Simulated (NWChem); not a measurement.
MgHCl; SMILES [MgH][Cl]

```xyz
3

Mg    -0.0019     1.1358     0.0000
H     -0.0077     2.8290     0.0000
Cl     0.0014    -1.0756     0.0000
```
Atoms are numbered in this order, from 1.

All runs use the structure optimised with B3LYP/6-31G* (spherical d).

Give the principal values of the shielding tensors (ppm) of Mg1, Cl3 from PBE0/pcSseg-1, GIAO (NWChem), with their diamagnetic and paramagnetic parts as GIAO splits them.


```
atom    σ11    σ22     σ33  isotropic  diamagnetic  paramagnetic
----  -----  -----  ------  ---------  -----------  ------------
Mg1   373.3  373.3   711.0      485.9        710.0        -224.1
Cl3   983.7  983.7  1151.5     1039.7       1148.9        -109.3
```
